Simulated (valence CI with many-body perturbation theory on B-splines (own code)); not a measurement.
# Level structure of Sn28+

Level of theory: valence CI with perturbative core correlation (CI+MBPT): four valence electrons over a frozen Dirac-Fock core [Ar], radial functions for each j: 7 s, 7 p, 8 d, 6 f, 4 g, 1 h, with the one-electron correlation potential Σ1 (screened to all orders), the two-electron term Σ2, the three-electron term Σ3, Breit, model QED; selected single and double excitations, second order for the rest, scaled by the run's own slope (own B-spline code, finite nucleus).

The last digits are not significant, and no measured levels were compared; by estimate large intervals hold to a few tenths of a per cent, small ones and those within an open d or f shell to about a per cent. Only levels of the ground parity were solved; by the run's estimate the other parity begins above the list, which can be wrong where configurations are misplaced.

Levels 1 to 34 of 34, with energies above the lowest level, (3d3/2^4) J=0. "Leading %" is the weight of the configuration and term that name the level; weights of strongly mixed levels are sums over their largest components and can fall short. In the jj column 3d3/2^4 stands for four electrons in 3d with j = 3/2. Lifetimes count E1, E2, E3, M1 and M2 decay at the calculated energies, and are blank where another channel may lead or the interval is too uncertain; long ones can be off by a factor of two.

| No. | Configuration | Term | J | E (eV) | Leading % | Second component | Lifetime | Leading jj |
| --- | --- | --- | --- | --- | --- | --- | --- | --- |
| 1 | 3d⁴ | ⁵D | 0 | 0.000 | 51 | 44 % 3d⁴ ³P |  | 3d3/2^4 (87 %) |
| 2 | 3d⁴ | ⁵D | 1 | 5.695 | 78 | 22 % 3d⁴ ³P | 294 μs | 3d3/2^3 3d5/2 (90 %) |
| 3 | 3d⁴ | ⁵D | 2 | 9.644 | 85 | 5 % 3d⁴ ³P | 722 μs | 3d3/2^2 3d5/2^2 (50 %) |
| 4 | 3d⁴ | ⁵D | 3 | 12.122 | 75 | 14 % 3d⁴ ³F | 3.44 ms | 3d3/2^2 3d5/2^2 (44 %) |
| 5 | 3d⁴ | ⁵D | 4 | 12.647 | 42 | 31 % 3d⁴ ³F | 807 ms | 3d3/2^3 3d5/2 (73 %) |
| 6 | 3d⁴ | ⁵D | 0 | 17.863 | 47 | 35 % 3d⁴ ³P | 32.3 μs | 3d3/2^2 3d5/2^2 (83 %) |
| 7 | 3d⁴ | ³H | 4 | 18.998 | 48 | 34 % 3d⁴ ⁵D | 203 μs | 3d3/2^2 3d5/2^2 (67 %) |
| 8 | 3d⁴ | ³G | 3 | 21.710 | 60 | 17 % 3d⁴ ³F | 111 μs | 3d3/2^2 3d5/2^2 (54 %) |
| 9 | 3d⁴ | ³F | 2 | 22.115 | 57 | 20 % 3d⁴ ¹D | 69.3 μs | 3d3/2^2 3d5/2^2 (59 %) |
| 10 | 3d⁴ | ³H | 5 | 23.210 | 73 | 27 % 3d⁴ ³G | 310 μs | 3d3/2^2 3d5/2^2 (99 %) |
| 11 | 3d⁴ | ³P | 1 | 23.782 | 67 | 17 % 3d⁴ ³D | 53.5 μs | 3d3/2^2 3d5/2^2 (74 %) |
| 12 | 3d⁴ | ³H | 6 | 24.832 | 66 | 34 % 3d⁴ ¹I | 40.7 ms | 3d3/2^2 3d5/2^2 (93 %) |
| 13 | 3d⁴ | ³G | 4 | 27.055 | 66 | 26 % 3d⁴ ¹G | 452 μs | 3d3/2^2 3d5/2^2 (88 %) |
| 14 | 3d⁴ | ³D | 2 | 27.811 | 45 | 37 % 3d⁴ ³P | 328 μs | 3d3/2^2 3d5/2^2 (83 %) |
| 15 | 3d⁴ | ³D | 3 | 28.623 | 44 | 40 % 3d⁴ ³F | 125 μs | 3d3/2^2 3d5/2^2 (72 %) |
| 16 | 3d⁴ | ³F | 4 | 29.836 | 42 | 24 % 3d⁴ ³H | 49.5 μs | 3d3/2 3d5/2^3 (62 %) |
| 17 | 3d⁴ | ³F | 3 | 32.529 | 44 | 27 % 3d⁴ ³G | 39.8 μs | 3d3/2 3d5/2^3 (82 %) |
| 18 | 3d⁴ | ³P | 2 | 33.266 | 35 | 34 % 3d⁴ ¹D | 40.0 μs | 3d3/2^2 3d5/2^2 (46 %) |
| 19 | 3d⁴ | ³G | 5 | 34.575 | 73 | 27 % 3d⁴ ³H | 95.2 μs | 3d3/2 3d5/2^3 (99 %) |
| 20 | 3d⁴ | ³D | 1 | 35.536 | 80 | 14 % 3d⁴ ³P | 29.1 μs | 3d3/2 3d5/2^3 (81 %) |
| 21 | 3d⁴ | ¹I | 6 | 35.775 | 66 | 34 % 3d⁴ ³H | 94.2 μs | 3d3/2 3d5/2^3 (93 %) |
| 22 | 3d⁴ | ³F | 4 | 38.923 | 51 | 37 % 3d⁴ ¹G |  | 3d3/2^2 3d5/2^2 (66 %) |
| 23 | 3d⁴ | ¹S | 0 | 39.366 | 67 | 32 % 3d⁴ ³P | 39.5 μs | 3d3/2 3d5/2^3 (82 %) |
| 24 | 3d⁴ | ³P | 2 | 39.986 | 52 | 22 % 3d⁴ ³D | 51.9 μs | 3d3/2^2 3d5/2^2 (54 %) |
| 25 | 3d⁴ | ¹F | 3 | 41.723 | 54 | 26 % 3d⁴ ³D |  | 3d3/2 3d5/2^3 (86 %) |
| 26 | 3d⁴ | ³P | 2 | 43.128 | 51 | 34 % 3d⁴ ³F | 58.5 μs | 3d3/2^2 3d5/2^2 (57 %) |
| 27 | 3d⁴ | ³F | 4 | 47.546 | 47 | 39 % 3d⁴ ¹G | 22.4 μs | 3d5/2^4 (68 %) |
| 28 | 3d⁴ | ³F | 3 | 49.069 | 74 | 24 % 3d⁴ ¹F |  | 3d3/2 3d5/2^3 (98 %) |
| 29 | 3d⁴ | ³F | 2 | 49.589 | 40 | 38 % 3d⁴ ¹D | 34.7 μs | 3d5/2^4 (49 %) |
| 30 | 3d⁴ | ³P | 1 | 49.663 | 96 |  | 35.0 μs | 3d3/2 3d5/2^3 (94 %) |
| 31 | 3d⁴ | ¹G | 4 | 51.802 | 66 | 28 % 3d⁴ ³F | 35.6 μs | 3d3/2 3d5/2^3 (82 %) |
| 32 | 3d⁴ | ³P | 0 | 51.807 | 76 | 22 % 3d⁴ ¹S |  | 3d3/2^2 3d5/2^2 (55 %) |
| 33 | 3d⁴ | ¹D | 2 | 61.700 | 86 | 6 % 3d⁴ ³D | 26.3 μs | 3d3/2 3d5/2^3 (44 %) |
| 34 | 3d⁴ | ¹S | 0 | 75.885 | 87 | 13 % 3d⁴ ³P | 12.4 μs | 3d5/2^4 (48 %) |

The ionisation energy to 3d³ ⁴F3/2 of the next ion comes out as 1595.9 eV (NIST: 1596 ± 4 eV (theoretical)). All 34 levels together are meant to be complete up to 78.921 eV.
